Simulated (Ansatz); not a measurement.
**AlH7NSi2+: where a starting geometry ends**

The starting geometry of this gas-phase singlet was optimised with GFN2-xTB.

```yaml
atoms:
  - { symbol: Al, position_ang: [0.1211, 0.4864, -1.8450] }
  - { symbol: N, position_ang: [-0.7258, -1.0171, -2.1802] }
  - { symbol: Si, position_ang: [-0.8924, -2.6616, -1.4172] }
  - { symbol: Si, position_ang: [1.2921, 2.5656, -1.3533] }
  - { symbol: H, position_ang: [-0.3812, -3.6088, -2.4048] }
  - { symbol: H, position_ang: [-0.0486, -2.5174, -0.2263] }
  - { symbol: H, position_ang: [-2.3170, -2.8174, -1.1313] }
  - { symbol: H, position_ang: [-1.2985, -1.0172, -3.0284] }
  - { symbol: H, position_ang: [2.5439, 2.1921, -0.6553] }
  - { symbol: H, position_ang: [0.3929, 3.3710, -0.4956] }
  - { symbol: H, position_ang: [1.5453, 3.2159, -2.6597] }
```

Problem. Predict what becomes of its bonds when it is optimised with PBE0-D3(BJ)/pcseg-1.

Solution. A new bond forms, giving a structure with H6 bridging Al1 and Si3, given below by its coordinates. Distances that change by over a tenth: Al1–H6 (3.42 → 1.92 Å). Contacts that close: Al1–Si3 (3.33 → 2.61 Å).

The energy falls by 0.27 eV over 44 steps:

| step | E − E(last) (eV) |
| --- | --- |
| 1 | 0.268 |
| 6 | 0.173 |
| 11 | 0.104 |
| 15 | 0.002 |
| 20 | 0.001 |
| 25 | 0.001 |
| 30 | 0.000 |
| 34 | 0.000 |
| 39 | 0.000 |
| 44 | 0.000 |

Final geometry (Å):

```xyz
11

Al    0.0334    0.1583   -1.8842
N    -0.8973   -1.0560   -2.7633
Si   -0.8833   -2.2560   -1.5019
Si    1.2378    2.1818   -1.2095
H    -0.0294   -3.4489   -1.6978
H    -0.0376   -1.2596   -0.5931
H    -2.1466   -2.4982   -0.7698
H    -1.3340   -1.1375   -3.6758
H     2.6240    1.7307   -0.9243
H     0.5219    2.6753   -0.0053
H     1.1429    3.1015   -2.3720
```

Frequencies at the end are all real (lowest 30 cm⁻¹). Run with Ansatz 0.2.0, 61 s on 2 threads of Intel(R) Xeon(R) 6975P-C (Granite Rapids) (shared host).
